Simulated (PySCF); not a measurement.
**Configurations of CeF**

Unrestricted PBE0; basis Ce x2c-SVPall, F x2c-SVPall; spin-free X2C with a Gaussian nucleus; PySCF 2.14. The search starts from ions with several 4f fillings and holds each by maximum overlap.

The lowest solution of each spin and filling, followed along the bond (rough minima from three points):

```
2Ms+1  4f population  ⟨S²⟩ at the start  R at minimum (Å)  Te (eV)
    4           1.12               3.75              2.01     0.00
    2           1.32               1.38              2.01     0.00
    4           1.60               3.75              2.06     0.26
    2           1.65               1.75              2.07     0.49
```

Solutions at the starting distance of 2.115 Å, counted from the lowest; the search is not exhaustive:

```json
{"2Ms+1": "2", "4f population": "1.32", "E (eV)": "0.00", "⟨S²⟩": "1.38", "⟨Lz²⟩": "7.8", "μ (D)": "-2.54"}
{"2Ms+1": "4", "4f population": "1.12", "E (eV)": "0.00", "⟨S²⟩": "3.75", "⟨Lz²⟩": "8.0", "μ (D)": "-3.34"}
{"2Ms+1": "4", "4f population": "1.35", "E (eV)": "0.07", "⟨S²⟩": "3.75", "⟨Lz²⟩": "12.7", "μ (D)": "-3.09"}
{"2Ms+1": "4", "4f population": "1.33", "E (eV)": "0.09", "⟨S²⟩": "3.75", "⟨Lz²⟩": "4.0", "μ (D)": "-3.14"}
{"2Ms+1": "2", "4f population": "1.17", "E (eV)": "0.15", "⟨S²⟩": "0.77", "⟨Lz²⟩": "4.0", "μ (D)": "-2.18"}
{"2Ms+1": "4", "4f population": "1.60", "E (eV)": "0.18", "⟨S²⟩": "3.75", "⟨Lz²⟩": "9.8", "μ (D)": "-2.11"}
{"2Ms+1": "4", "4f population": "1.58", "E (eV)": "0.23", "⟨S²⟩": "3.75", "⟨Lz²⟩": "6.7", "μ (D)": "-2.07"}
{"2Ms+1": "4", "4f population": "1.74", "E (eV)": "0.23", "⟨S²⟩": "3.75", "⟨Lz²⟩": "9.0", "μ (D)": "-1.71"}
{"2Ms+1": "2", "4f population": "1.43", "E (eV)": "0.31", "⟨S²⟩": "1.18", "⟨Lz²⟩": "1.6", "μ (D)": "-2.52"}
{"2Ms+1": "2", "4f population": "1.65", "E (eV)": "0.40", "⟨S²⟩": "1.75", "⟨Lz²⟩": "9.9", "μ (D)": "-2.72"}
{"2Ms+1": "2", "4f population": "1.31", "E (eV)": "0.41", "⟨S²⟩": "1.75", "⟨Lz²⟩": "8.7", "μ (D)": "-2.47"}
{"2Ms+1": "2", "4f population": "1.26", "E (eV)": "0.59", "⟨S²⟩": "1.75", "⟨Lz²⟩": "7.2", "μ (D)": "-2.55"}
{"2Ms+1": "2", "4f population": "0.32", "E (eV)": "4.88", "⟨S²⟩": "0.88", "⟨Lz²⟩": "4.0", "μ (D)": "-1.00"}
```

Partly filled real f orbitals mix terms, so no term symbols are given. A population far from a whole number shows f orbitals mixing with d and ligand orbitals, not a clean configuration. A positive dipole means Ce(−)F(+).

Spin–orbit coupling is left out. Counting both spins, an empty level lies below a filled one in some of these solutions, because spin and occupation are held. The state is the lowest single determinant that the PBE0 search found; with open d or f shells the true ground state can be another one.
